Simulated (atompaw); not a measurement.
**Ranking PAW (atompaw) potentials for antimony (Sb)**

All share these settings but for the change named:

antimony (Sb), PAW, made with atompaw 4.2.0.5 (PBE, scalar-relativistic). Core [Ar] 3d10, reference 4s2 4p6 4d10 5s2 5p3. Waves: 4s (bound); 5s (bound); 4p (bound); 5p (bound); 4d (bound); 4d channel at -1.8 Ry. Local part: bessel scheme, radius 1.50 bohr. Core correction: smooth core density matched at 1.35 bohr. Augmentation charge: sinc compensation charge, radius 1.60 bohr; PAW radius 1.75 bohr; waves and projectors: bloechl.

Cutoff: the first of the cutoffs (Ry, on a coarse ladder) from which the occupation-weighted sum of valence levels, in a spherical-Bessel basis at the reference potential, stays within 10 and 1 mRy of its value at 400 Ry; the density cutoff is not measured.

The base gives 70 Ry.

Of 9 variants that were run, those that failed, showed a ghost or another fault, or gave nearly equal values are left out.

A variant can come out equal or close to the base.

(1) Rank these variants from softest to hardest (loose cutoff).
A. local potential bessel scheme, radius 0.98 bohr
B. local potential bessel scheme, radius 1.48 bohr
C. local potential bessel scheme, radius 0.76 bohr

Results:

(1) B (70 Ry), A (80 Ry), C (120 Ry).
